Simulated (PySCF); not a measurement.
PySCF input (MN15/def2-TZVPD):

```python
from pyscf import gto, scf, dft

mol = gto.M(
    atom='''
    In    0.00000000    0.00000000    0.00000000
    Br    0.00000000    0.00000000    2.36845088
    Br   -0.00000000   -0.00000000   -2.36845088
    ''',
    basis='def2-tzvpd',
    ecp='def2-tzvp',
    charge=1,
    spin=0,
    verbose=4,
)

mf = dft.RKS(mol, xc='mn15').density_fit(auxbasis='def2-universal-jkfit')
mf.grids.level = 4
mf.conv_tol = 1e-9
mf.max_cycle = 100
mf.max_memory = 1500
mf.kernel()
if not mf.converged:
    mf = mf.newton()
    mf.kernel(mf.make_rdm1())
mf.analyze()
```

End of the output:

```
Extra cycle  E= -5338.50445121337  delta_E= -1.36e-11  |g|= 2.87e-06  |ddm|= 1.89e-05
converged SCF energy = -5338.50445121337
**** SCF Summaries ****
Total Energy =                       -5338.504451213370885
Nuclear Repulsion Energy =             465.287902335935257
One-electron Energy =                -8404.782346917589166
Two-electron Energy =                 2600.989993368282740
Two-electron Coulomb Energy =         2800.131052019165509
DFT Exchange-Correlation Energy =     -199.141058650882769
HOMO-LUMO gap [eV] =                     6.288570456092721
**** MO energy ****
MO #1   energy= -480.243638488938  occ= 2
MO #2   energy= -480.243632720172  occ= 2
MO #3   energy= -61.4917579591853  occ= 2
MO #4   energy= -61.4916985373136  occ= 2
MO #5   energy= -56.1439576060057  occ= 2
MO #6   energy= -56.1439525948545  occ= 2
MO #7   energy= -56.138280595623   occ= 2
MO #8   energy= -56.1382805956229  occ= 2
MO #9   energy= -56.138279330812   occ= 2
MO #10  energy= -56.1382793308116  occ= 2
MO #11  energy= -8.5148140416232   occ= 2
MO #12  energy= -8.5147780090891   occ= 2
MO #13  energy= -6.61754750378881  occ= 2
MO #14  energy= -6.61754276290821  occ= 2
MO #15  energy= -6.60431732356791  occ= 2
MO #16  energy= -6.60431732356776  occ= 2
MO #17  energy= -6.60431447457025  occ= 2
MO #18  energy= -6.6043144745702   occ= 2
MO #19  energy= -4.82327351772993  occ= 2
MO #20  energy= -3.30469317256601  occ= 2
MO #21  energy= -3.30469317256578  occ= 2
MO #22  energy= -3.29447410536397  occ= 2
MO #23  energy= -2.90836266760955  occ= 2
MO #24  energy= -2.9083524064523   occ= 2
MO #25  energy= -2.90474784900676  occ= 2
MO #26  energy= -2.90474784900673  occ= 2
MO #27  energy= -2.90474304765675  occ= 2
MO #28  energy= -2.90474304765658  occ= 2
MO #29  energy= -2.89449007501509  occ= 2
MO #30  energy= -2.89448928241042  occ= 2
MO #31  energy= -2.89448906562565  occ= 2
MO #32  energy= -2.89448827296645  occ= 2
MO #33  energy= -1.12009830069851  occ= 2
MO #34  energy= -1.09577411554166  occ= 2
MO #35  energy= -1.09577243082944  occ= 2
MO #36  energy= -1.09174248169335  occ= 2
MO #37  energy= -1.09174248169318  occ= 2
MO #38  energy= -1.0142829381914   occ= 2
MO #39  energy= -0.994635676224594 occ= 2
MO #40  energy= -0.678150270144656 occ= 2
MO #41  energy= -0.599183813851527 occ= 2
MO #42  energy= -0.56277213907659  occ= 2
MO #43  energy= -0.562772139076435 occ= 2
MO #44  energy= -0.546450260185368 occ= 2
MO #45  energy= -0.546450260185218 occ= 2
MO #46  energy= -0.315349556550691 occ= 0
MO #47  energy= -0.246382974916733 occ= 0
MO #48  energy= -0.246382974916597 occ= 0
MO #49  energy= -0.100331423890347 occ= 0
MO #50  energy= -0.0921827619326627 occ= 0
MO #51  energy= -0.0630803952361185 occ= 0
MO #52  energy= -0.06308031447751  occ= 0
MO #53  energy= -0.047581270286127 occ= 0
MO #54  energy= -0.0475812702859938 occ= 0
MO #55  energy= -0.0395624721330511 occ= 0
MO #56  energy= -0.0286461975393863 occ= 0
MO #57  energy= -0.0286461975392221 occ= 0
MO #58  energy= -0.0244978833969496 occ= 0
MO #59  energy= -0.0101701667268171 occ= 0
MO #60  energy= -0.00512549003822704 occ= 0
MO #61  energy= -0.00512549003816486 occ= 0
MO #62  energy= 0.00760902142017175 occ= 0
MO #63  energy= 0.00760965906465526 occ= 0
MO #64  energy= 0.0194418006188997 occ= 0
MO #65  energy= 0.0261820682200354 occ= 0
MO #66  energy= 0.0261820682202056 occ= 0
MO #67  energy= 0.0537852802447196 occ= 0
MO #68  energy= 0.0537856975242479 occ= 0
MO #69  energy= 0.0588009670952384 occ= 0
MO #70  energy= 0.075013379150906  occ= 0
MO #71  energy= 0.0750133791510499 occ= 0
MO #72  energy= 0.0846546732101431 occ= 0
MO #73  energy= 0.0954450862812898 occ= 0
MO #74  energy= 0.110210006452523  occ= 0
MO #75  energy= 0.110210006452858  occ= 0
MO #76  energy= 0.116055602574618  occ= 0
MO #77  energy= 0.116055636403689  occ= 0
MO #78  energy= 0.133010330857723  occ= 0
MO #79  energy= 0.194410689432863  occ= 0
MO #80  energy= 0.194410689433005  occ= 0
MO #81  energy= 0.211476713155023  occ= 0
MO #82  energy= 0.241947696890164  occ= 0
MO #83  energy= 0.241947696890363  occ= 0
MO #84  energy= 0.268936852634124  occ= 0
MO #85  energy= 0.322606887832987  occ= 0
MO #86  energy= 0.32260832496667   occ= 0
MO #87  energy= 0.326523194134715  occ= 0
MO #88  energy= 0.326523194134797  occ= 0
MO #89  energy= 0.344735649339427  occ= 0
MO #90  energy= 0.353222556539936  occ= 0
MO #91  energy= 0.353222556539963  occ= 0
MO #92  energy= 0.365057300225742  occ= 0
MO #93  energy= 0.365058915207786  occ= 0
MO #94  energy= 0.400027574321272  occ= 0
MO #95  energy= 0.416696328122338  occ= 0
MO #96  energy= 0.41669632812244   occ= 0
MO #97  energy= 0.450805271756165  occ= 0
MO #98  energy= 0.45080527175621   occ= 0
MO #99  energy= 0.454906784149333  occ= 0
MO #100 energy= 0.481215164692953  occ= 0
MO #101 energy= 0.492689279984474  occ= 0
MO #102 energy= 0.492689279984566  occ= 0
MO #103 energy= 0.514419318777301  occ= 0
MO #104 energy= 0.514419663129117  occ= 0
MO #105 energy= 0.555640332637012  occ= 0
MO #106 energy= 0.726652567491633  occ= 0
MO #107 energy= 0.726652567491839  occ= 0
[...]
```
